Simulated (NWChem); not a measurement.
System meant: Si₂H₃F₃; SMILES F[SiH2][SiH](F)F

NWChem input:

```
start job
memory heap 200 mb stack 900 mb global 1100 mb
geometry units angstroms noautoz
  Si    -0.090122    -1.306880    -0.528619
  F      0.715743    -2.327034     0.478967
  Si    -0.003239     0.857814     0.390972
  F     -0.902056     1.811175    -0.588818
  F      1.534936     1.404804     0.332212
  H      0.566836    -1.326381    -1.879289
  H     -1.513876    -1.773738    -0.645679
  H     -0.498675     1.029022     1.794628
end
basis spherical
  * library def2-svp
end
dft
  xc pbe0
  iterations 4
  mulliken
end
task dft energy
```

End of the output:

```
    Atom       Charge   Shell Charges
 -----------   ------   -------------------------------------------------------
    1 Si  14    13.59   2.00  1.93  0.69  0.37  5.81  1.26  1.11  0.41
    2 F    9     9.24   1.98  1.02  0.78  3.21  2.24  0.01
    3 Si  14    13.49   2.00  1.93  0.67  0.35  5.81  1.19  0.90  0.63
    4 F    9     9.21   1.98  1.02  0.77  3.20  2.23  0.01
    5 F    9     9.21   1.98  1.02  0.77  3.21  2.23  0.01
    6 H    1     1.08   0.64  0.42  0.02
    7 H    1     1.09   0.64  0.42  0.02
    8 H    1     1.09   0.64  0.43  0.02

 center of mass
 --------------
 x =   0.05077139 y =  -0.04411693 z =   0.00964800

 moments of inertia (a.u.)
 ------------------
        1058.710224647329           0.000000000000           0.000000000000
           0.000000000000         356.959008022698          -0.000000000000
           0.000000000000          -0.000000000000        1287.262947800323

     Multipole analysis of the density
     ---------------------------------

     L   x y z        total         alpha         beta         nuclear
     -   - - -        -----         -----         ----         -------
     0   0 0 0     -0.000000    -29.000000    -29.000000     58.000000

     1   1 0 0     -0.462386     -0.231193     -0.231193     -0.000000
     1   0 1 0      0.179210      0.089605      0.089605      0.000000
     1   0 0 1     -0.207671     -0.103836     -0.103836      0.000000

     2   2 0 0    -32.879938    -90.155936    -90.155936    147.431934
     2   1 1 0     -1.755481      4.291366      4.291366    -10.338214
     2   1 0 1     -0.439253      1.172435      1.172435     -2.784122
     2   0 2 0    -35.563849   -261.809145   -261.809145    488.054442
     2   0 1 1      1.655262     -3.786392     -3.786392      9.228047
     2   0 0 2    -30.137952    -36.903615    -36.903615     43.669277

 ------------------------------------------------------------------------
 dft energy failed                                                                                  0
 ------------------------------------------------------------------------
 ------------------------------------------------------------------------
  current input line :
    21: task dft energy
 ------------------------------------------------------------------------
 ------------------------------------------------------------------------
 This type of error is most commonly associated with calculations not reaching convergence criteria
 ------------------------------------------------------------------------
 For more information see the NWChem manual at https://nwchemgit.github.io

0:dft energy failed:Received an Error in Communication
```

Problem. Find the fault in this run and fix the input.

Solution. Convergence was not reached. Cause: the SCF was allowed too few iterations. This input runs:
```
start job
memory heap 200 mb stack 900 mb global 1100 mb
geometry units angstroms noautoz
  Si    -0.090122    -1.306880    -0.528619
  F      0.715743    -2.327034     0.478967
  Si    -0.003239     0.857814     0.390972
  F     -0.902056     1.811175    -0.588818
  F      1.534936     1.404804     0.332212
  H      0.566836    -1.326381    -1.879289
  H     -1.513876    -1.773738    -0.645679
  H     -0.498675     1.029022     1.794628
end
basis spherical
  Si library def2-svp
  F library def2-svp
  H library def2-svp
end
dft
  xc pbe0
  iterations 150
  mulliken
end
task dft energy
```
It converges to -879.52506 Ha (PBE0/def2-SVP).
